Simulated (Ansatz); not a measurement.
From O to Se: the atomisation energy (no zero-point term)

One atom is swapped for its congeners: GaH3(OH2); GaH3(SH2); GaH3(SeH2). All are singlets with charge 0.

Shapes, held fixed at every level: PBE0-D4/def2-TZVP. Programs: Ansatz 0.2.0. Values in eV.

How should the atomisation energy change along the series?

At CCSD(T)/def2-TZVPP the atomisation energy falls at every step, from 19.09 to 16.12 eV. Every level shows the same order. Relativity is left out for Ga, Se unless named. Correlated rows may include outer-core shells of Ga, Se, which these sets cover unevenly. Spin-orbit coupling, which grows down the group, is left out (summed over each molecule's free atoms 0.08, 0.09, 0.19 eV).

| level | GaH3(OH2) | GaH3(SH2) | GaH3(SeH2) |
| --- | --- | --- | --- |
| HF/def2-TZVPP | 13.76 | 12.38 | 11.57 |
| PBE-D4/def2-TZVPP | 19.03 | 16.78 | 15.95 |
| r2SCAN-D4/def2-TZVPP | 19.25 | 17.11 | 16.28 |
| BHLYP-D4/def2-TZVPP | 18.67 | 16.73 | 15.90 |
| MP2/def2-SVP | 18.18 | 15.70 | 14.92 |
| CCSD(T)/def2-TZVPP | 19.09 | 16.87 | 16.12 |
